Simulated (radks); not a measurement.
The numbers below are computed, except where a source is named.
Task: Radial electron density D(r) = 4 pi r^2 rho(r) of an atom or ion with 32 electrons. Code: a radial shooting solver on a logarithmic mesh with Libxc functionals. Model: scalar-relativistic Kohn-Sham, LDA (Slater exchange, Perdew-Wang correlation), spin-polarised, spherical densities, finite nucleus; Fermi nuclear charge, rms radius of each element as measured or else 0.836 A^(1/3) + 0.57 fm.

```
   r/bohr * D(r) (the largest magnitude, 52.2, reaches the edge; | marks zero)
 0.001816 | *
 0.002346 | *
 0.003055 |   *
 0.003946 |     *
 0.005138 |        *
 0.006637 |            *
 0.008642 |                  *
  0.01116 |                         *
  0.01454 |                                 *
  0.01878 |                                        *
  0.02445 |                                             *
  0.03158 |                                              *
  0.04113 |                                           *
  0.05312 |                                      *
  0.06917 |                                       *
  0.08936 |                                              *
   0.1164 |                                                      *
   0.1503 |                                                     *
   0.1957 |                                          *
   0.2528 |                                *
   0.3292 |                                 *
   0.4252 |                                     *
   0.5537 |                              *
   0.7153 |                *
   0.9314 |       *
    1.203 |     *
    1.567 |   *
    2.024 | *
    2.635 *
    3.404 *
    4.432 *
```

What is the nuclear charge?

Result: Z = 36. The innermost maximum, from 1s, lies near gamma/Z bohr with gamma = sqrt(1 - (Z/c)^2) = 0.965, here 0.0268 bohr (found: 0.0292), and its height grows with Z. The density is that of the krypton ion Kr4+ in [Ne] 3s2 3p5 3d10 4s2 4p3; the configuration itself is not fixed sharply by these data, and Z only to about a unit. D(r) has 3 maxima, at r = 0.0292, 0.131, 0.422 bohr, and minima at 0.0604, 0.276 bohr, inside which lie 2.07, 11.10 electrons.
